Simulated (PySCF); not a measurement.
CH11NSi4, SMILES [SiH3]/N=C\[SiH]([SiH3])[SiH3]. Heavy atoms are numbered as in [SiH3:1]/[N:2]=[CH:3]\[SiH:4]([SiH3:5])[SiH3:6]. Hydrogens are named by the atom that carries them.

Geometry optimised at r2SCAN-D4/def2-SVP. The structure was generated by enumeration; whether it is a known compound was not checked. The values are those of a single conformer.

Computed with PBE/def2-TZVP run with PySCF.

ESP charges are fitted to the potential on shells at 1.4 to 2.0 van der Waals radii. Atomic charges (e), one atom of each kind:

```csv
atom,ESP fit,Löwdin,meta-Löwdin,Mulliken
Si1 (SiH3),0.38,0.18,0.53,0.19
N2,-0.50,-0.01,-0.42,-0.19
C3 (CH),0.29,-0.35,-0.12,-0.10
Si4 (SiH),0.17,0.07,0.18,0.07
Si5 (SiH3),-0.03,0.11,0.18,0.01
H on Si1,-0.06,-0.04,-0.08,-0.02
H on C3,0.02,0.13,0.11,0.11
H on Si4,-0.05,0.00,-0.05,0.00
H on Si5,0.00,-0.02,-0.05,-0.01
```

Task: Give the Mayer and Wiberg (Löwdin basis) orders of the bonds. (The exact figures need the calculation; the answer reports its results.)

Result: 
```tsv
bond	Mayer	Wiberg
Si1–N2	1.10	1.34
N2–C3	1.94	2.36
C3–Si4	0.94	1.10
Si4–Si5	0.95	1.11
Si4–Si6	0.95	1.11
```
